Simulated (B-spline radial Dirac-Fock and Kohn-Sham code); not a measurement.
# Atomic SCF run for Se⁷⁺

ΔSCF core binding energies without Breit or QED terms, calculated with a radial finite-basis atomic code. Keys: rel is the Hamiltonian (dirac, or spin-free x2c and nr, where L3 and M5 stand for the whole 2p and 3d shells), method is hf or an exchange,correlation pair (spin-unpolarised, also for the hole states), nuc the nuclear model, radius_factor scales its radius, rmax is the box in bohr, h the logarithmic mesh step, order the B-spline order, points the quadrature points per cell, c_factor scales the speed of light, and damp, ndamp, maxit and tol steer the iteration. The run stops when the commutator error falls below 10·tol·max(1, Z/10), or the numerical noise floor, and the energy has settled to about 1e-8 Ha; the virial ratio is −V/T.

Input (task.json):

```json
{"items": [{"Z": 34, "q": 7, "cfg": [[1, 0, 2], [2, 0, 2], [2, 1, 6], [3, 0, 2], [3, 1, 6], [3, 2, 9]], "A": 80, "rrms": 4.14, "do": "settings", "holes": ["K", "L3", "M5"],
  "settings": [{"rel": "dirac", "method": "hf", "nuc": "fermi", "radius_factor": 2.0, "rmax": 45.0, "h": 0.3, "order": 8, "points": 10, "c_factor": 1.0, "maxit": 60, "damp": 0.5, "ndamp": 3, "tol": 1e-08}]}]}
```

Command: `python xray2_run.py task.json out`

Ground-state iterations:

```
iter   energy (Ha)        error
   1    -2387.51919002  1.56e+00
   2    -2407.10434938  1.03e+00
   3    -2413.20440247  3.03e-01
   4    -2413.74806741  8.00e-02
   5    -2413.77804058  3.82e-02
   6    -2413.78833547  1.63e-03
   7    -2413.78834712  2.23e-05
   8    -2413.78834712  1.82e-06
   9    -2413.78834712  1.54e-07
```

The ground state converged in 9 iterations, with total energy -2413.78835 Ha, virial ratio 1.97613 and highest orbital energy -189.91 eV. ΔSCF binding energies: K (1s) 12825.8 eV, L3 (2p3/2) 1577.8 eV. Holes are computed only in closed shells, and unreliable hole states are left out.
